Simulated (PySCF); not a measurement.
CH₆FNOSi, SMILES C[Si](N)(O)F.

Coordinates come from a ωB97X-D3(BJ)/def2-SVP optimisation. This is a generated structure with no PubChem entry under its InChIKey; it may be hypothetical. The values are those of a single conformer.

All values below come from PySCF 2.14.0 with TDA-PBE0/def2-SVPD.

Vertical excitations. Isolated molecule, no solvent.

| state | energy (eV) | λ (nm) | f | main pairs |
|---|---|---|---|---|
| S1 | 6.86 | 181 | 0.039 | HOMO→LUMO 92 % |
| S2 | 7.79 | 159 | 0.009 | HOMO→LUMO+1 87 % |
| S3 | 7.96 | 156 | 0.088 | HOMO−1→LUMO 92 % |
| S4 | 8.28 | 150 | 0.005 | HOMO→LUMO+2 86 % |
| S5 | 8.58 | 144 | 0.002 | HOMO→LUMO+3 57 %, HOMO→LUMO+4 27 % |
| S6 | 8.69 | 143 | 0.021 | HOMO−2→LUMO 47 %, HOMO−1→LUMO+1 41 % |
| S7 | 8.96 | 138 | 0.032 | HOMO−1→LUMO+1 46 %, HOMO−2→LUMO 43 % |
| S8 | 9.28 | 134 | 0.065 | HOMO→LUMO+4 47 %, HOMO→LUMO+3 28 %, HOMO−1→LUMO+2 11 % |
| S9 | 9.38 | 132 | 0.050 | HOMO−3→LUMO 45 %, HOMO−1→LUMO+2 26 %, HOMO→LUMO+4 10 % |
| S10 | 9.45 | 131 | 0.015 | HOMO→LUMO+5 84 % |
| T1 | 6.51 | 190 | 0 | HOMO→LUMO 80 %, HOMO→LUMO+1 13 % |
| T2 | 7.61 | 163 | 0 | HOMO−1→LUMO 51 %, HOMO→LUMO+1 28 % |
| T3 | 7.66 | 162 | 0 | HOMO→LUMO+1 44 %, HOMO−1→LUMO 33 %, HOMO→LUMO 9 % |
| T4 | 8.15 | 152 | 0 | HOMO→LUMO+2 65 %, HOMO→LUMO+4 15 % |
Triplets are in the Tamm–Dancoff approximation.
